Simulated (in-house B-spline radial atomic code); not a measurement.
Whole-atom quantities along the 13-electron series, configuration 1s2 2s2 2p6 3s2 3p1/2(1). Breit and QED terms are first order and not part of the total energy; the density at the nucleus is averaged over the nuclear charge. Computed with a B-spline radial code for spherical atoms: Dirac-Hartree-Fock, jj configuration that fills j = l - 1/2 first, finite nuclei.

```json
{"ion": "Pr46+", "Z": "59", "E/Z² (Eh)": "-2.0634", "Σ<r²> (bohr²)": "0.28079", "n(0)/Z³ (bohr⁻³)": "1.9271", "Lamb diamagnetic shielding (ppm)": "4723.4", "repulsion over attraction": "0.042677", "Breit energy (eV)": "176.05", "self-energy (eV)": "163.71", "vacuum polarisation (eV)": "-23.991"}
{"ion": "Nd47+", "Z": "60", "E/Z² (Eh)": "-2.0699", "Σ<r²> (bohr²)": "0.26949", "n(0)/Z³ (bohr⁻³)": "1.9898", "Lamb diamagnetic shielding (ppm)": "4823.44", "repulsion over attraction": "0.041937", "Breit energy (eV)": "185.9", "self-energy (eV)": "173.91", "vacuum polarisation (eV)": "-25.861"}
{"ion": "Pm48+", "Z": "61", "E/Z² (Eh)": "-2.0764", "Σ<r²> (bohr²)": "0.2588", "n(0)/Z³ (bohr⁻³)": "2.0526", "Lamb diamagnetic shielding (ppm)": "4924.5", "repulsion over attraction": "0.041219", "Breit energy (eV)": "196.13", "self-energy (eV)": "184.6", "vacuum polarisation (eV)": "-27.852"}
{"ion": "Sm49+", "Z": "62", "E/Z² (Eh)": "-2.0829", "Σ<r²> (bohr²)": "0.24869", "n(0)/Z³ (bohr⁻³)": "2.1111", "Lamb diamagnetic shielding (ppm)": "5026.6", "repulsion over attraction": "0.040523", "Breit energy (eV)": "206.75", "self-energy (eV)": "195.79", "vacuum polarisation (eV)": "-29.967"}
{"ion": "Eu50+", "Z": "63", "E/Z² (Eh)": "-2.0893", "Σ<r²> (bohr²)": "0.2391", "n(0)/Z³ (bohr⁻³)": "2.1813", "Lamb diamagnetic shielding (ppm)": "5129.85", "repulsion over attraction": "0.039846", "Breit energy (eV)": "217.78", "self-energy (eV)": "207.5", "vacuum polarisation (eV)": "-32.223"}
{"ion": "Gd51+", "Z": "64", "E/Z² (Eh)": "-2.0958", "Σ<r²> (bohr²)": "0.23001", "n(0)/Z³ (bohr⁻³)": "2.2531", "Lamb diamagnetic shielding (ppm)": "5234.23", "repulsion over attraction": "0.039188", "Breit energy (eV)": "229.22", "self-energy (eV)": "219.76", "vacuum polarisation (eV)": "-34.622"}
{"ion": "Tb52+", "Z": "65", "E/Z² (Eh)": "-2.1023", "Σ<r²> (bohr²)": "0.22137", "n(0)/Z³ (bohr⁻³)": "2.3451", "Lamb diamagnetic shielding (ppm)": "5339.87", "repulsion over attraction": "0.038547", "Breit energy (eV)": "241.08", "self-energy (eV)": "232.57", "vacuum polarisation (eV)": "-37.185"}
{"ion": "Dy53+", "Z": "66", "E/Z² (Eh)": "-2.1088", "Σ<r²> (bohr²)": "0.21317", "n(0)/Z³ (bohr⁻³)": "2.4097", "Lamb diamagnetic shielding (ppm)": "5446.62", "repulsion over attraction": "0.037925", "Breit energy (eV)": "253.38", "self-energy (eV)": "245.98", "vacuum polarisation (eV)": "-39.889"}
{"ion": "Ho54+", "Z": "67", "E/Z² (Eh)": "-2.1154", "Σ<r²> (bohr²)": "0.20537", "n(0)/Z³ (bohr⁻³)": "2.5005", "Lamb diamagnetic shielding (ppm)": "5554.75", "repulsion over attraction": "0.037319", "Breit energy (eV)": "266.12", "self-energy (eV)": "259.99", "vacuum polarisation (eV)": "-42.779"}
{"ion": "Er55+", "Z": "68", "E/Z² (Eh)": "-2.122", "Σ<r²> (bohr²)": "0.19795", "n(0)/Z³ (bohr⁻³)": "2.5864", "Lamb diamagnetic shielding (ppm)": "5664.16", "repulsion over attraction": "0.036729", "Breit energy (eV)": "279.31", "self-energy (eV)": "274.63", "vacuum polarisation (eV)": "-45.843"}
{"ion": "Tm56+", "Z": "69", "E/Z² (Eh)": "-2.1286", "Σ<r²> (bohr²)": "0.19087", "n(0)/Z³ (bohr⁻³)": "2.6878", "Lamb diamagnetic shielding (ppm)": "5775", "repulsion over attraction": "0.036153", "Breit energy (eV)": "292.98", "self-energy (eV)": "289.93", "vacuum polarisation (eV)": "-49.108"}
{"ion": "Yb57+", "Z": "70", "E/Z² (Eh)": "-2.1352", "Σ<r²> (bohr²)": "0.18413", "n(0)/Z³ (bohr⁻³)": "2.7767", "Lamb diamagnetic shielding (ppm)": "5887.19", "repulsion over attraction": "0.035593", "Breit energy (eV)": "307.12", "self-energy (eV)": "305.91", "vacuum polarisation (eV)": "-52.562"}
{"ion": "Lu58+", "Z": "71", "E/Z² (Eh)": "-2.1419", "Σ<r²> (bohr²)": "0.1777", "n(0)/Z³ (bohr⁻³)": "2.8738", "Lamb diamagnetic shielding (ppm)": "6000.88", "repulsion over attraction": "0.035046", "Breit energy (eV)": "321.75", "self-energy (eV)": "322.6", "vacuum polarisation (eV)": "-56.233"}
{"ion": "Hf59+", "Z": "72", "E/Z² (Eh)": "-2.1487", "Σ<r²> (bohr²)": "0.17155", "n(0)/Z³ (bohr⁻³)": "2.9902", "Lamb diamagnetic shielding (ppm)": "6116.18", "repulsion over attraction": "0.034512", "Breit energy (eV)": "336.89", "self-energy (eV)": "340.04", "vacuum polarisation (eV)": "-60.147"}
{"ion": "Ta60+", "Z": "73", "E/Z² (Eh)": "-2.1555", "Σ<r²> (bohr²)": "0.16568", "n(0)/Z³ (bohr⁻³)": "3.1081", "Lamb diamagnetic shielding (ppm)": "6233.07", "repulsion over attraction": "0.03399", "Breit energy (eV)": "352.55", "self-energy (eV)": "358.24", "vacuum polarisation (eV)": "-64.298"}
{"ion": "W61+", "Z": "74", "E/Z² (Eh)": "-2.1623", "Σ<r²> (bohr²)": "0.16007", "n(0)/Z³ (bohr⁻³)": "3.23", "Lamb diamagnetic shielding (ppm)": "6351.61", "repulsion over attraction": "0.033481", "Breit energy (eV)": "368.73", "self-energy (eV)": "377.25", "vacuum polarisation (eV)": "-68.705"}
{"ion": "Re62+", "Z": "75", "E/Z² (Eh)": "-2.1693", "Σ<r²> (bohr²)": "0.1547", "n(0)/Z³ (bohr⁻³)": "3.3607", "Lamb diamagnetic shielding (ppm)": "6471.9", "repulsion over attraction": "0.032983", "Breit energy (eV)": "385.47", "self-energy (eV)": "397.09", "vacuum polarisation (eV)": "-73.387"}
{"ion": "Os63+", "Z": "76", "E/Z² (Eh)": "-2.1763", "Σ<r²> (bohr²)": "0.14955", "n(0)/Z³ (bohr⁻³)": "3.4894", "Lamb diamagnetic shielding (ppm)": "6593.94", "repulsion over attraction": "0.032497", "Breit energy (eV)": "402.75", "self-energy (eV)": "417.81", "vacuum polarisation (eV)": "-78.348"}
{"ion": "Ir64+", "Z": "77", "E/Z² (Eh)": "-2.1833", "Σ<r²> (bohr²)": "0.14463", "n(0)/Z³ (bohr⁻³)": "3.6376", "Lamb diamagnetic shielding (ppm)": "6717.92", "repulsion over attraction": "0.03202", "Breit energy (eV)": "420.62", "self-energy (eV)": "439.42", "vacuum polarisation (eV)": "-83.632"}
{"ion": "Pt65+", "Z": "78", "E/Z² (Eh)": "-2.1905", "Σ<r²> (bohr²)": "0.1399", "n(0)/Z³ (bohr⁻³)": "3.7854", "Lamb diamagnetic shielding (ppm)": "6843.8", "repulsion over attraction": "0.031554", "Breit energy (eV)": "439.07", "self-energy (eV)": "461.97", "vacuum polarisation (eV)": "-89.231"}
{"ion": "Au66+", "Z": "79", "E/Z² (Eh)": "-2.1977", "Σ<r²> (bohr²)": "0.13537", "n(0)/Z³ (bohr⁻³)": "3.945", "Lamb diamagnetic shielding (ppm)": "6971.74", "repulsion over attraction": "0.031098", "Breit energy (eV)": "458.13", "self-energy (eV)": "485.51", "vacuum polarisation (eV)": "-95.183"}
{"ion": "Hg67+", "Z": "80", "E/Z² (Eh)": "-2.2051", "Σ<r²> (bohr²)": "0.13102", "n(0)/Z³ (bohr⁻³)": "4.108", "Lamb diamagnetic shielding (ppm)": "7101.75", "repulsion over attraction": "0.030652", "Breit energy (eV)": "477.81", "self-energy (eV)": "510.07", "vacuum polarisation (eV)": "-101.49"}
{"ion": "Tl68+", "Z": "81", "E/Z² (Eh)": "-2.2125", "Σ<r²> (bohr²)": "0.12685", "n(0)/Z³ (bohr⁻³)": "4.2852", "Lamb diamagnetic shielding (ppm)": "7234.01", "repulsion over attraction": "0.030214", "Breit energy (eV)": "498.12", "self-energy (eV)": "535.71", "vacuum polarisation (eV)": "-108.21"}
```

Problem. With what power of Z does the column «vacuum polarisation (eV)» change over this range?

Solution. A fit of the logarithm of its size against log Z from Z = 59 to 81 has slope 4.75.
